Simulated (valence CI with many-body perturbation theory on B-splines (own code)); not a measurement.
Results of a calculation; reference values are marked as such.
## Hyperfine factors and g values of Cr X

Level of theory: configuration interaction combined with many-body perturbation theory (CI+MBPT): five valence electrons over a frozen Dirac-Fock core [Ne], radial functions for each j: 11 s, 11 p, 10 d, 8 f, 5 g, 2 h, with the one-electron correlation potential Σ1 (screened to all orders), the two-electron term Σ2, the three-electron term Σ3, Breit, model QED; selected single and double excitations, second order for the rest, scaled by the run's own slope (own B-spline code, finite nucleus).

No measured levels were compared; by estimate levels of excited configurations hold to 0.05 to 0.15 % of their energy, terms of the ground configuration to about 0.5 %. Among the levels kept, up to 3100 cm⁻¹ of a level comes from second order outside the variational space, and about a tenth of that is noise between levels of different J, which matters for small intervals.

A/g_I is the dipole constant over the nuclear g factor μ/I (μ in nuclear magnetons, uniformly magnetised nucleus), B/Q the quadrupole constant per barn. Both hold the static response of the core; the bare values leave it out. Large factors of s and p1/2 electrons are usually good to 5 to 10 %; those of open d and f shells near neutrality can be off by tens of per cent, and small factors of p3/2, d and f electrons come from cancelling terms and can be off by a factor of two or in sign, in half-filled shells by more. B is blank for J = 1/2, where it vanishes, and for nearly pure S terms. Energies count from the lowest level.

Names give the largest LS component (configuration and term), which can be under half, so a name can repeat, a term be missing and a line seem to break the LS rules; names also repeat where a configuration has a term twice. Letters in brackets count levels of one name in rising energy.

| Level | E (cm⁻¹) | g | A/g_I (MHz) | A/g_I bare | B/Q (MHz/b) | B/Q bare |
| --- | --- | --- | --- | --- | --- | --- |
| 3s²3p³ ⁴S°_3/2 | 0 | 1.992 | 509 | 699 |  |  |
| 3s²3p³ ²D°_3/2 | 37332 | 0.844 | 3080 | 2920 | 3800 | 3600 |
| 3s²3p³ ²D°_5/2 | 39689 | 1.200 | 5430 | 5190 | -39.9 | -36.5 |
| 3s²3p³ ²P°_1/2 | 64261 | 0.665 | 15000 | 14100 |  |  |
| 3s²3p³ ²P°_3/2 | 67483 | 1.298 | 3090 | 3010 | -3870 | -3660 |
| 3s3p⁴ ⁴P_5/2 | 233870 | 1.597 | 12200 | 11600 | 4770 | 4510 |
| 3s3p⁴ ⁴P_3/2 | 239960 | 1.732 | 11300 | 10900 | -3830 | -3630 |
| 3s3p⁴ ⁴P_1/2 | 242910 | 2.665 | 25100 | 23900 |  |  |
| 3s3p⁴ ²D_3/2 | 289790 | 0.806 | -3060 | -2800 | -6980 | -6600 |
| 3s3p⁴ ²D_5/2 | 290770 | 1.203 | 12900 | 12100 | -9980 | -9440 |
| 3s²3p²3d ²P_3/2 [a] | 333520 | 1.328 | -704 | -459 | 2280 | 2170 |
| 3s3p⁴ ²P_1/2 | 337570 | 0.969 | 12900 | 12000 |  |  |
| 3s3p⁴ ²S_1/2 | 349150 | 1.698 | 37400 | 35100 |  |  |
| 3s²3p²3d ⁴F_3/2 | 367720 | 0.416 | 2150 | 2080 | -1080 | -962 |
| 3s²3p²3d ⁴F_5/2 | 370060 | 1.040 | 1370 | 1420 | -249 | -170 |
| 3s²3p²3d ⁴F_7/2 | 373470 | 1.243 | 1380 | 1440 | -1050 | -905 |
| 3s²3p²3d ⁴F_9/2 | 377830 | 1.331 | 1940 | 1970 | -4360 | -4010 |
| 3s²3p²3d ²F_5/2 [a] | 380670 | 0.954 | 3540 | 3410 | -254 | -197 |
| 3s²3p²3d ²F_7/2 [a] | 383310 | 1.276 | 1580 | 1640 | 2310 | 2230 |
| 3s²3p²3d ⁴D_1/2 | 383570 | 0.003 | 5400 | 5080 |  |  |
| 3s²3p²3d ⁴D_3/2 | 384290 | 1.186 | 2570 | 2580 | -1130 | -1080 |
| 3s²3p²3d ⁴D_5/2 | 386920 | 1.263 | 2150 | 2180 | -94.4 | -72.3 |
| 3s²3p²3d ⁴D_7/2 | 392800 | 1.288 | 1500 | 1550 | 1990 | 1930 |
| 3s²3p²3d ²G_7/2 | 423950 | 0.891 | 3400 | 3270 | 10100 | 9620 |
| 3s²3p²3d ²G_9/2 | 425620 | 1.113 | 2540 | 2490 | 11400 | 10900 |
| 3s²3p²3d ²P_3/2 [b] | 433380 | 1.323 | -889 | -629 | 1320 | 1250 |
| 3s²3p²3d ²P_1/2 [a] | 441100 | 0.716 | 8340 | 7750 |  |  |
| 3s²3p²3d ⁴P_5/2 | 442210 | 1.589 | 863 | 1030 | 454 | 461 |
| 3s²3p²3d ⁴P_3/2 | 445160 | 1.701 | 899 | 1120 | -200 | -222 |
| 3s²3p²3d ⁴P_1/2 | 446970 | 2.610 | 2260 | 2450 |  |  |
| 3s²3p²3d ²D_3/2 [a] | 453130 | 0.838 | 1730 | 1750 | 772 | 779 |
| 3s²3p²3d ²D_5/2 [a] | 460460 | 1.208 | 1880 | 1900 | 155 | 220 |
| 3s²3p²3d ²D_5/2 [b] | 477210 | 1.200 | 3580 | 3510 | 2430 | 2290 |
| 3s²3p²3d ²D_3/2 [b] | 477350 | 0.807 | 2240 | 2130 | -78.5 | -91.3 |
| 3s²3p²3d ²P_1/2 [b] | 492210 | 0.809 | -2500 | -2320 |  |  |
| 3s²3p²3d ²P_3/2 [c] | 497000 | 1.326 | 1090 | 1220 | -2220 | -2110 |
| 3s²3p²3d ²S_1/2 | 498780 | 1.865 | 12000 | 11500 |  |  |
| 3s²3p²3d ²F_5/2 [b] | 499100 | 0.890 | 1340 | 1340 | 1010 | 1030 |
| 3s²3p²3d ²F_7/2 [b] | 501370 | 1.142 | 2690 | 2640 | -1530 | -1360 |
| 3s²3p²3d ²D_5/2 [c] | 520020 | 1.169 | 1400 | 1440 | -985 | -868 |

**Question.** Take the isotope of mass number 53, with I = 3/2, μ = -0.47431 μN and Q = -0.15 b. What is the hyperfine structure of 3s3p⁴ ⁴P_1/2?

**Answer.** From the table A = -7930 MHz. Shifts from the centre of gravity in MHz: F = 1: 9910, F = 2: -5950.
